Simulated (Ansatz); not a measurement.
C2H6BrFSi can be A, `FC([SiH3])CBr`, or B, `CC[SiH](F)Br`.

Calculated with Ansatz (gas phase, PBE0-D4/def2-TZVP geometries, no zero-point term in ΔE). CCSD(T)/CBS is the MP2 limit (def2-TZVPP, def2-QZVPP) plus CCSD(T) − MP2 in def2-TZVPP, frozen cores. DFT in def2-TZVPP. B3LYP here is the variant with VWN-RPA as its local correlation; programs differ in this. For Br outer-core shells are correlated without core-valence functions, which leaves a few kJ/mol of doubt a bond. Scalar relativity is left out up to krypton. One conformer a species, not always the lowest.

A:

Z-matrix (Å, degrees):
```
C
Si 1 1.912
C 1 1.499 2 112.2
F 1 1.391 2 107.8 3 121.3
H 1 1.096 2 109.4 3 -122.3
H 2 1.487 1 108.5 3 63.2
H 2 1.484 1 109.3 3 -56.5
H 2 1.482 1 108.7 3 -177.1
Br 3 1.949 1 112.7 2 -174.4
H 3 1.089 1 110.7 2 -55.9
H 3 1.089 1 111.5 2 66.5
```

B:

Z-matrix (Å, degrees):
```
C
C 1 1.528
H 1 1.093 2 111.6
H 1 1.092 2 111.0 3 -119.8
H 1 1.092 2 111.4 3 120.3
Si 2 1.852 1 113.0 3 -59.6
H 2 1.096 1 111.0 3 61.2
H 2 1.095 1 111.1 3 179.0
Br 6 2.213 2 110.5 1 -178.5
F 6 1.596 2 109.5 1 -60.0
H 6 1.480 2 113.9 1 59.9
```

(1) Which isomer does CCSD(T)/CBS put lower? Give the gap. (Best estimate.)

(2) Give E(B) − E(A) in kJ/mol with B3LYP-D4, HF/def2-TZVPP, B2PLYP, MP2/def2-TZVPP, PBE-D4, PBE0-D4, ωB97M-V. (Estimate.)

Largest T1 diagnostic: 0.010.

## Answers

(1) Ansatz gave: B, by 395.7 kJ/mol.

(2) Computed: B3LYP-D4 -381.2, HF/def2-TZVPP -398.7, B2PLYP -389.7, MP2/def2-TZVPP -403.6, PBE-D4 -370.5, PBE0-D4 -384.3, ωB97M-V -389.7. None reverses the order clearly.

From PBE to PBE0 (25 % exact exchange), in def2-TZVPP and without D4, E(B) − E(A) moves by −13.8 kJ/mol.
